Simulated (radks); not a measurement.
The numbers below are computed, except where a source is named.
Q: These are the eigenvalues of the occupied orbitals of an atom or ion with whole-number occupations (eV). Level of theory: scalar-relativistic Kohn-Sham, AM05, spin-unpolarised, spherical densities, finite nucleus; Fermi nuclear charge, rms radius of each element as measured or else 0.836 A^(1/3) + 0.57 fm (a radial shooting solver on a logarithmic mesh with Libxc functionals).

orbital  eigenvalue
1s        -286.3666
2s         -25.6754
2p         -16.9944

Which element is it, and in what charge state? The configuration may be excited.

A: Z = 6, carbon, charge +1: C+ in [He] 2s1 2p2. The list shows which subshells hold electrons but not how many an open one holds; the 1s level, -10.524 hartree, gives Z - s = 4.6 by -(Z - s)^2/2, which with screening and relativity narrows Z to a few neighbours, and the depths of the outer levels then fix element, charge and occupations together.
